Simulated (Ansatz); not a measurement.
Series MoX4: PBE0-D4/def2-SVP single points in Ansatz on relaxed structures, gas phase. Core potentials for I, Mo, no spin–orbit coupling. HOMO and LUMO are taken over both spins. Binding counts from free atoms in the multiplicity of their measured ground term, without zero-point energy. Singlets are spin-restricted. Names give formal oxidation states. The structures are stationary points that may keep the symmetry of their start.

| species | atoms | state | geometry | HOMO (eV) | LUMO (eV) | gap (eV) | binding per atom (eV) | point group (within 0.1 Å) |
| --- | --- | --- | --- | --- | --- | --- | --- | --- |
| MoH4 | 5 | triplet | r2SCAN-D4/def2-TZVP | -7.28 | -2.21 | 5.07 | 2.00 | Td |
| MoI4 | 5 | triplet | r2SCAN-D4/def2-SVP | -6.79 | -3.76 | 3.04 | 2.22 | Td |
| MoBr4 | 5 | triplet | PBE-D4/def2-SVP | -7.20 | -3.74 | 3.45 | 2.67 | Td |
| Mo(OH)4 (MoO4H4) | 9 | triplet | r2SCAN-D4/def2-SVP | -5.71 | -1.43 | 4.28 | 3.81 | – |
| Mo(OSiH3)4 (Si4MoO4H12) | 21 | triplet | PBE-D4/def2-SVP | -5.98 | -1.81 | 4.16 | 3.51 | – |

The gap (eV) runs from 3.04 (MoI4) to 5.07 (MoH4).
